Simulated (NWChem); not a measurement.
System: SiH2O2F2; SMILES F[Si](O)(O)F

Parts of the log:

```
             Northwest Computational Chemistry Package (NWChem) 7.3.0
             --------------------------------------------------------

 C2  symmetry detected

                             Geometry "geometry" -> ""
                             -------------------------

 Output coordinates in angstroms (scale by  1.889725989 to convert to a.u.)

  No.       Tag          Charge          X              Y              Z
 ---- ---------------- ---------- -------------- -------------- --------------
    1 O                    8.0000     1.08071312     0.75290671     0.97677424
    2 Si                  14.0000     0.00000000     0.00000000     0.02540474
    3 O                    8.0000    -1.08071312    -0.75290671     0.97677424
    4 F                    9.0000     0.76360617    -1.01829272    -0.95773476
    5 F                    9.0000    -0.76360617     1.01829272    -0.95773476
    6 H                    1.0000     1.96595414     0.88727754     0.62758574
    7 H                    1.0000    -1.96595414    -0.88727754     0.62758574

 Effective nuclear repulsion energy (a.u.)     267.2350884253

      Symmetry information
      --------------------

 Group name             C2
 Group number              4
 Group order               2
 No. of unique centers     4

                                 NWChem DFT Module
                                 -----------------

 Summary of "ao basis" -> "ao basis" (spherical)
 ------------------------------------------------------------------------------
       Tag                 Description            Shells   Functions and Types
 ---------------- ------------------------------  ------  ---------------------
 O                         def2-svpd                 9       23   4s3p2d
 Si                        def2-svpd                10       24   5s3p2d
 F                         def2-svpd                 9       23   4s3p2d
 H                         def2-svpd                 4        8   2s2p

      Symmetry analysis of basis
      --------------------------

        a          68
        b          64

[...]

                                NWChem TDDFT Module
                                -------------------

            General Information
            -------------------
           No. of orbitals :     264
            Alpha orbitals :     132
             Beta orbitals :     132
        Alpha frozen cores :       0
         Beta frozen cores :       0
     Alpha frozen virtuals :       0
      Beta frozen virtuals :       0
         Spin multiplicity :       1
    Number of AO functions :     132
        Use of symmetry is : off
      Symmetry adaption is : on
         Schwarz screening :  0.10D-07

              XC Information
              --------------
                  PBE0 Method XC Functional
              Hartree-Fock (Exact) Exchange   0.25
   PerdewBurkeErnzerhof Exchange Functional   0.75
     Perdew 1991 LDA Correlation Functional   1.00 local
    PerdewBurkeErnz. Correlation Functional   1.00 non-local

             TDDFT Information
             -----------------
          Calculation type : Tamm-Dancoff TDDFT
         Wavefunction type : Restricted singlets
          No. of electrons :      50
           Alpha electrons :      25
            Beta electrons :      25
              No. of roots :       6
          Max subspacesize :    5200
            Max iterations :     100
               Target root :       1
           Target symmetry : none
      Symmetry restriction : off
                 Algorithm : Optimal
        Davidson threshold :  0.10D-03

    6 smallest eigenvalue differences (eV)
--------------------------------------------------------
  No. Spin  Occ  Vir  Irrep   E(Occ)    E(Vir)   E(Diff)
--------------------------------------------------------
    1    1   25   26 a        -0.383    -0.015    10.014
    2    1   24   26 b        -0.388    -0.015    10.144
    3    1   23   26 b        -0.409    -0.015    10.728
    4    1   22   26 a        -0.421    -0.015    11.046
    5    1   25   27 b        -0.383     0.025    11.083
    6    1   24   27 a        -0.388     0.025    11.214
--------------------------------------------------------

  Entering Davidson iterations
  Restricted singlet excited states

  Iter   NTrls   NConv    DeltaV     DeltaE      Time
  ----  ------  ------  ---------  ---------  ---------
    1      6       0     0.66E-01   0.10+100       17.8
    2     12       0     0.27E-01   0.53E-02       23.9
    3     18       0     0.12E-01   0.23E-02       16.6
    4     24       0     0.34E-02   0.22E-03       19.9
    5     30       1     0.88E-03   0.16E-04       21.0
    6     35       2     0.24E-03   0.68E-06       15.9
    7     39       6     0.62E-04   0.59E-07       15.8
  ----  ------  ------  ---------  ---------  ---------
  Convergence criterion met

  Ground state a        -640.256384861943 a.u.

  ----------------------------------------------------------------------------
  Root   1 singlet a              0.314335170 a.u.                8.5535 eV
  ----------------------------------------------------------------------------
     Transition Moments    X  0.00000   Y -0.00000   Z  0.15220
     Dipole Oscillator Strength                    0.0048545975
     Electric Quadrupole                           0.0000003458
     Magnetic Dipole                               0.0000020177
     Total Oscillator Strength                     0.0048569610

[...]
```

Level: PBE0/def2-SVPD, TDA. The geometry was optimised at PBE0/def2-SVP.

Q: Which NWChem input produces such a log?

A: Several could match; the one computed here: the input that was run:
```
start job
memory heap 200 mb stack 900 mb global 1100 mb
geometry units angstroms noautoz
  O     -0.077617    -1.314833     0.964336
  Si     0.000003     0.000002     0.012965
  O      0.077623     1.314832     0.964333
  F     -1.272428     0.030575    -0.970173
  F      1.272433    -0.030583    -0.970176
  H     -0.520045    -2.093270     0.615146
  H      0.520038     2.093277     0.615146
end
basis spherical
  * library def2-svpd
end
dft
  xc pbe0
  iterations 150
end
tddft
  cis
  nroots 6
  notriplet
end
task tddft energy
```
